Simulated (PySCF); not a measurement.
C₅H₃ClN (doublet state).
Numbering: `[CH2:1]=[C:2]([C:3]#[N:4])/[CH:5]=[C:6]\[Cl:7]` (hydrogens: H8, H9 on C1; H10 on C5)

Cartesian coordinates in Å at the GFN2-xTB level; atoms count from 1:
```
atom  x, y, z in Å
C1    -1.631   -0.324    0.058
C2    -0.360    0.057    0.235
C3    -0.064    1.423    0.466
N4     0.161    2.531    0.651
C5     0.764   -0.894    0.199
C6     2.035   -0.615    0.359
Cl7    2.955    0.717    0.643
H8    -1.886   -1.355   -0.119
H9    -2.439    0.386    0.088
H10    0.475   -1.921    0.019
```

The hyperfine couplings belong to this conformer and change with its torsions.

Method used: UKS B3LYP, pcH-1 on C Cl H N, non-relativistic, mean-field spin-orbit, GIAO (PySCF 2.14.0). One conformer (not necessarily the lowest) at the GFN2-xTB geometry, without solvent, vibrations or thermal averaging. A GFN2-xTB geometry isn't a minimum of the functional, and hyperfine couplings can be far from their values at a DFT geometry. No stability test was run, so a lower SCF solution isn't excluded.

Predict the first-order ENDOR lines of N4, H10, H9, H8 and Cl7 under fast tumbling at B = 1210.1 mT (Q band).

ν± = |νn ± a/2|, one line for each electron-spin manifold; νn = |g_N| × 7.62259 MHz/T × B.

```json
{"nuclei": "N4", "isotope": "14N", "g_N": "0.4038", "νn (MHz)": "3.72", "a_iso (MHz)": "0.54", "lower line (MHz)": "3.45", "upper line (MHz)": "4.00"}
{"nuclei": "H10", "isotope": "1H", "g_N": "5.5857", "νn (MHz)": "51.52", "a_iso (MHz)": "70.83", "lower line (MHz)": "16.11", "upper line (MHz)": "86.94"}
{"nuclei": "H9", "isotope": "1H", "g_N": "5.5857", "νn (MHz)": "51.52", "a_iso (MHz)": "9.73", "lower line (MHz)": "46.66", "upper line (MHz)": "56.39"}
{"nuclei": "H8", "isotope": "1H", "g_N": "5.5857", "νn (MHz)": "51.52", "a_iso (MHz)": "4.31", "lower line (MHz)": "49.37", "upper line (MHz)": "53.68"}
{"nuclei": "Cl7", "isotope": "35Cl", "g_N": "0.5479", "νn (MHz)": "5.05", "a_iso (MHz)": "27.63", "lower line (MHz)": "8.76", "upper line (MHz)": "18.87"}
```

Which pairs are centred on the nuclear Larmor frequency, and which on half the coupling?

Centred on νn, since |a| < 2νn: N4, H10, H9 and H8. Centred on |a|/2 and split by 2νn: Cl7.

Main isotope only: 35Cl (natural samples also hold 24 % 37Cl, magnetic too, which adds its own pattern).
